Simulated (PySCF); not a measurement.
SiHCl, SMILES [SiH]Cl (connectivity only; charge and spin as stated), neutral, multiplicity 1.

Geometry: r2SCAN-D4/def2-TZVP. The isomer is the one that the SMILES or the coordinates give; other isomers of the formula were not compared.

These are CAM-B3LYP/def2-TZVPD (PySCF) values and carry that method's errors.

Symmetry labels are those of the subgroup Cs that the program uses (full group Cs).

Computed valence orbital energies around the gap with their symmetry:
```csv
orbital,symmetry,energy (eV)
HOMO−7,A',-102.23
HOMO−6,A',-102.09
HOMO−5,A',-24.85
HOMO−4,A',-15.87
HOMO−3,A',-12.17
HOMO−2,A",-11.28
HOMO−1,A',-11.03
HOMO,A',-8.32
LUMO,A",-1.91
LUMO+1,A',0.56
LUMO+2,A',0.94
LUMO+3,A',1.69
```
